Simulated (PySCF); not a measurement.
Working out the ionisation energy of In

In [Kr] 4d10 5s2 5p1 (2P) → In⁺ [Kr] 4d10 5s2 (1S). All numbers are calculated (PySCF 2.14, scalar relativity through the core potential, in aug-cc-pVQZ-PP with ECP28MDF (7s7p5d3f2g, 92 functions)). Frozen: 4s2 4p6 4d10. Energies in hartree (1 hartree = 27.21139 eV):

| part | In (lower) | In⁺ (upper) |
| --- | --- | --- |
| UHF | -189.210636 | -189.018879 |
| CCSD correlation | -0.042553 | -0.033227 |
| (T) | -0.000855 | 0.000000 |

Task: What does Hartree-Fock give?

Result: (-189.018879) − (-189.210636) = 0.191757 hartree = 5.218 eV.

Task: What do CCSD and CCSD(T) give?

Result: The CCSD correlation energies differ by 0.009326 hartree = 0.254 eV and the triples by 0.000855 hartree = 0.023 eV, so CCSD gives 5.472 eV and CCSD(T) 5.495 eV.

Measured between the centres of the two terms (NIST): 5.603 eV, so CCSD(T) (valence) is off by -0.108 eV.

What remains against the reference includes basis incompleteness, the frozen core and higher excitations.
